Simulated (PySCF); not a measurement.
hexa-1,2-dien-5-yne (C6H6), SMILES C#CCC=C=C. Heavy atoms are numbered as in [CH:1]#[C:2][CH2:3][CH:4]=[C:5]=[CH2:6]. Hydrogens are named by the atom that carries them.

The structure is a stationary point at ωB97X-D3(BJ)/def2-SVP. The values are those of a single conformer.

All values below come from HF/def2-TZVP run with PySCF.

ESP charges are fitted to the potential on shells at 1.4 to 2.0 van der Waals radii. Atomic charges (e), one atom of each kind:

| atom | ESP fit | Löwdin |
|---|---|---|
| C1 (CH) | -0.59 | … |
| C2 | 0.10 | -0.11 |
| C3 (CH2) | 0.01 | … |
| C4 (CH) | -0.23 | -0.15 |
| C5 | 0.08 | … |
| C6 (CH2) | -0.57 | -0.20 |
| H on C1 | 0.37 | … |
| H on C3 | 0.08 | 0.15 |
| H on C4 | 0.17 | … |
| H on C6 | 0.23 | 0.13 |

Fill in the missing entries. (The exact figures need the calculation; the answer reports its results.)


- C1 (CH), Löwdin: -0.11
- C3 (CH2), Löwdin: -0.20
- C5, Löwdin: -0.08
- H on C1, Löwdin: 0.13
- H on C4, Löwdin: 0.15

Give the Mayer and Wiberg (Löwdin basis) orders of the bonds. (The exact figures need the calculation; the answer reports its results.)


```tsv
bond	Mayer	Wiberg
C1–C2	2.85	2.99
C2–C3	1.09	1.25
C3–C4	0.93	1.17
C4–C5	1.98	2.04
C5–C6	1.95	2.18
```
